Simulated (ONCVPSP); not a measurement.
antimony (Sb) ONCV: all-electron and pseudo phase curves

Sb (Z = 51), optimised norm-conserving Vanderbilt (ONCV), made with ONCVPSP 4.0.1 (PBE, scalar-relativistic). Core [Kr], reference 4d10 5s2 5p1.5 (charge +1.5). Waves: 5s: rc 2.00 bohr, ncon 4, nbas 8, qcut 3.2 1/bohr, 3 projectors, debl 2.2 Ha; 5p: rc 2.00 bohr, ncon 3, nbas 7, qcut 3.6 1/bohr, 2 projectors, debl 2.3 Ha; 4d: rc 1.50 bohr, ncon 3, nbas 7, qcut 11 1/bohr, 1 projector. Local part: polynomial inside 1.15 bohr (lpopt 3, dvloc0 1 Ha). Core correction: Teter function, fcfact 6, rcfact 1.65.

The phase is arctan(r·R′/R) of the radial function R(r), unwrapped; energies in Ha, scanned from -3 to 5 Ha. A pole is an energy at which the radial function vanishes at the test radius. The pseudo phase is shifted by a multiple of π to meet the all-electron one at the reference energy, and phase errors are pseudo minus all-electron; the curves can meet again beyond the range given. Levels narrower than the energy grid can be missing from the lists of poles.

Q: For each channel, where are the poles, and over which energies does the pseudopotential scatter like the atom?

A:

```
channel  radius (bohr)  reference energy (Ha)  poles, all-electron  poles, pseudo  unbroken range about the reference energy with phases within 0.05 rad  phase error 1 Ha above the reference energy (rad)
      s           2.03                  -0.92                 0.92           0.92                                                        the whole range                                             -0.000
      p           2.03                  -0.59                 1.86     1.86, 2.27                                                              below 2.2                                             -0.001
      d           1.52                  -1.72                -0.99          -0.99                                                              below 1.7                                             +0.002
```

Note: no bound ghost flagged; GHOST(+) flagged for s at 60.5 eV, p at 62.0 eV.

Phases in the d channel:

```csv
E (Ha),all-electron,pseudo
-2.98,0.781,0.784
-2.54,0.214,0.218
-2.10,-0.785,-0.784
-1.66,-1.294,-1.294
-1.22,-1.503,-1.502
-0.78,-1.621,-1.619
-0.34,-1.707,-1.704
0.10,-1.784,-1.779
0.54,-1.867,-1.858
0.98,-1.970,-1.953
1.42,-2.116,-2.084
1.86,-2.355,-2.290
2.30,-2.774,-2.641
2.74,-3.371,-3.184
3.18,-3.862,-3.716
3.62,-4.145,-4.051
4.06,-4.307,-4.244
4.50,-4.409,-4.363
4.94,-4.479,-4.442
```
